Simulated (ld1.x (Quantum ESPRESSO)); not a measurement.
**Configuration tests for Bi (Z = 83) (TM)**

ld1.x (Quantum ESPRESSO) 7.5 input, shortened:

```
&input
   title='Bi', zed=83., rel=1, dft='BLYP', iswitch=3,
   config='[Xe] 4f14 5d10 6s2 6p2'
 /
 &inputp
   pseudotype=2, tm=.true., lloc=-2, rcloc=1.20,
   nlcc=.true., new_core_ps=.true., rcore=0.35
 /
4
6S  1  0   2.00   0.00  1.60  1.60  0.0
6P  2  1   2.00   0.00  1.90  1.90  0.0
5D  3  2  10.00   0.00  1.80  1.80  0.0
4F  4  3  14.00   0.00  0.75  0.75  0.0
 &test
   configts(1)='4f14 5d10 6s2 6p2'
 /
```

Energies are relative to the spin-unpolarised reference configuration 4f14 5d10 6s2 6p2; without spin polarisation the order of configurations can differ from experiment.

```csv
valence configuration,charge,ΔE all-electron (eV),error AE − PS (meV)
4f14 5d10 6s2 6p3,0,-7.822,0.0
4f14 5d10 6s2 6p0,+3,38.640,-22
4f14 5d10 6s0 6p5,0,12.765,-19
4f14 5d10 6s1 6p0,+4,84.120,-48
4f14 5d10 6s2 6p2.5,+0.5,-4.776,+1.4
```

**Question.** What are ΔE and the potential's error for 4f14 5d9 6s2 6p4?

**Answer.** ΔE = 16.287 eV all-electron; the error (AE − PS) is -228 meV.

**Question.** What are ΔE and the potential's error for 4f14 5d10 6s2 6p1?

**Answer.** ΔE = 15.223 eV all-electron; the error (AE − PS) is -10 meV.

A Bessel basis up to 400 Ry misses an occupied level by 1.08 Ry, so cutoffs were not judged. Note: ghost states, extra bound levels that the all-electron valence spectrum of the same l lacks: s at -104.9 eV, p at -32.2 eV (other channels not judged).
